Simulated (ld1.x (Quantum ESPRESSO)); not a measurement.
W: variants of one PAW potential

Base potential:

```json
{"Element": "tungsten (W)", "Generator": "ld1.x (Quantum ESPRESSO) 7.5", "Type": "PAW", "Functional": "LDA (PZ)", "Relativity": "scalar-relativistic", "Frozen core": "[Kr] 4d10 4f14 5s2", "Valence charge": "12", "Reference configuration": "5p6 5d4 6s1.75 6p0 (charge +0.25)", "Partial waves": "6s (bound): rcut 2.25, rcutus 2.50 bohr; 6s channel at 0.7 Ry: rcut 2.25, rcutus 2.50 bohr; 5p (bound): rcut 1.65, rcutus 2.05 bohr; 6p (bound, empty): rcut 1.65, rcutus 2.05 bohr; 5d (bound): rcut 1.25, rcutus 1.55 bohr; 5d channel at 0.05 Ry: rcut 1.25, rcutus 1.55 bohr", "Local potential": "all-electron potential smoothed inside 1.65 bohr (lloc = -2)", "Core correction": "a·sin(br)/r model core inside 0.95 bohr", "Augmentation charge": "BESSEL, radius 0.90 bohr"}
```

Cutoffs, loose and tight: the cutoffs (Ry, on a coarse ladder) from which the occupation-weighted sum of valence levels, in a spherical-Bessel basis at the reference potential, stays within 10 and 1 mRy of its value at 400 Ry. They do not see the model core or the augmentation charge, which bear on the density cutoff. Test errors are all-electron minus pseudo excitation energies from the reference, over the configurations 5p6 5d4 6s2 6p0; 5p6 5d4 6s1 6p0; 5p6 5d4 6s0 6p0; 5p6 5d5 6s1 6p0; 5p6 5d4 6s1.5 6p0; 5p6 5d4 6s0 6p1; 5p6 5d3 6s2 6p1 (two spin-polarised tests are not counted in the largest error). A dash means not determined; rows that change the core or the reference have their own tests. The largest error is taken over the tests solved by every variant that gives reliable tests at all: 5p6 5d4 6s0 6p0; 5p6 5d4 6s1 6p0; 5p6 5d4 6s2 6p0.

A true bound ghost makes a file unfit for plane-wave use even where its test errors are small: the radial tests pick states by their node count and pass the ghost by.

Cutoffs are not given where the Bessel-basis levels miss the radial ones by over 6 mRy, ghosts where they miss by over 20 mRy; a channel whose overlap is not positive is not tested.

| change | outcome | cutoff, loose | cutoff, tight | bound ghosts | largest test error (meV) |
| --- | --- | --- | --- | --- | --- |
| base | generated | 40 Ry | 50 Ry | s | -3.4 |
| local potential all-electron potential smoothed inside 1.60 bohr (lloc = -2) | generated | 40 Ry | 50 Ry | s | +6.1 |
| local potential all-electron potential smoothed inside 2.00 bohr (lloc = -2) | generated | 40 Ry | 50 Ry | none | -6.4 |
| local potential all-electron potential smoothed inside 2.30 bohr (lloc = -2) | generated | 40 Ry | 50 Ry | none | -7.2 |
| local potential all-electron potential smoothed inside 2.46 bohr (lloc = -2) | generated | 40 Ry | 50 Ry | none | -7.4 |
| local potential all-electron potential smoothed inside 2.76 bohr (lloc = -2) | generated | 40 Ry | 50 Ry | none | -7.6 |

(1) What comes out with this change to the base: local potential all-electron potential smoothed inside 1.06 bohr (lloc = -2)?

(2) What comes out with this change to the base: local potential all-electron potential smoothed inside 1.40 bohr (lloc = -2)?

Answers

(1) outcome: generated, overlap not positive; bound ghosts: s (p not tested, overlap not positive); largest test error (meV): -3.2. A file whose overlap is not positive is unfit for use, and its test errors describe a broken file.

(2) outcome: generated, overlap not positive; bound ghosts: s (p not tested, overlap not positive); largest test error (meV): -6.0. A file whose overlap is not positive is unfit for use, and its test errors describe a broken file.

Reading the sweep of the rcloc (base included, trends over the rows without a ghost): The loose cutoff stays near 40 Ry. The median size of the test errors (rows with all tests solved) stays near 2.6 meV. Bound ghosts are found at 1.06, 1.4, 1.6, 1.65 bohr.
